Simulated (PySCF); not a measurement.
# Polarisability and C₆ of Sb (antimony, neutral)

[Kr] 4d10 5s2 5p3, high-spin 4S determinant. All numbers are calculated (PySCF 2.14, a scalar-relativistic core potential, in aug-cc-pVQZ-PP with ECP28MDF (7s7p5d3f2g, 92 functions)). Coupled (time-dependent) response in atomic units; α is the mean over directions.

| method | mean α (bohr³) | C₆ (like pair) | S(−4) |
| --- | --- | --- | --- |
| LC-wPBE | 43.47 | 471.7 | 497.5 |

S(−4) is the Cauchy moment in α(ω) = α(0) + S(−4) ω² + …

Reference α: 43 ± 2 bohr³ (recommended; Schwerdtfeger and Nagle, table of static dipole polarizabilities (2023 update)). Published C₆: 492.0 (Chu and Dalgarno (2004); Tang, Norbeck and Certain (1976)).

α(iu) at LC-wPBE:

| u (hartree) | α(iu) (bohr³) |
| --- | --- |
| 0 | 43.47 |
| 0.0500 | 42.27 |
| 0.100 | 39.13 |
| 0.200 | 30.72 |
| 0.300 | 23.23 |
| 0.500 | 13.79 |
| 0.750 | 8.213 |
| 1.00 | 5.526 |
| 1.50 | 3.122 |
| 2.00 | 2.073 |
| 3.00 | 1.138 |
| 5.00 | 0.4978 |

A single London oscillator, α(iu) = α/(1 + u²/ω²), gives C₆ = (3/4) ω α². Matching the computed C₆ needs ω = 4 × 471.7 / (3 × 43.47²) = 0.333 hartree.

Energies and moments cover only the electrons outside the core potential.
